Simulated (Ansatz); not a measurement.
Ansatz (a first-principles code) input (RPA@PBE/cc-pV(T+d)Z):
A basis named .json is the Basis Set Exchange file of that set.

Ansatz 0.2 input:
```yaml
crystal:
  periodic: [false, false, false]
  atoms:
    - {symbol: O, position_ang: [-0.00000000, -0.00000000, -1.51012766]}
    - {symbol: Si, position_ang: [0.00000000, 0.00000000, 0.00000000]}
    - {symbol: O, position_ang: [0.00000000, 0.00000000, 1.51012766]}
basis:
  gaussian:
    orbitals: cc-pV_T+d_Z.json
hamiltonian:
  xc: pbe
magnetization: {spin_polarized: false}
correlation: {method: rpa, electrons: outside_noble_gas}
```

End of the output:

```
integrals: 0.05 GiB planned
614 factors; integrals over basis functions are off by at most 1.1e-3 eV
mean field: 0.29 GiB planned
mean field evaluation 1: about -11949.6772 eV, gradient 9.6e1 eV
mean field evaluation 2: about -11949.6682 eV, gradient 9.6e1 eV
mean field evaluation 4: about -11964.3325 eV, gradient 2.3e1 eV
mean field evaluation 8: about -11965.7009 eV, gradient 4.1e-1 eV
mean field evaluation 16: about -11965.6986 eV, gradient 1.7e-5 eV
mean field evaluation 32: about -11930.8747 eV, gradient 2.8e1 eV
mean field -11965.69857841 eV, -439.7313121149 hartree, gradient 2.4e-6 eV, S^2 0.000000; 2 other end points of the search recorded, 0 dependent functions left out
7 core orbitals not correlated
reference -11937.03195311 eV, -438.6778330660 hartree; 8, 8 occupied and 84, 84 virtual orbitals, 614 factors
Total energy: -11960.99922873 eV, -439.5586141994 hartree
```
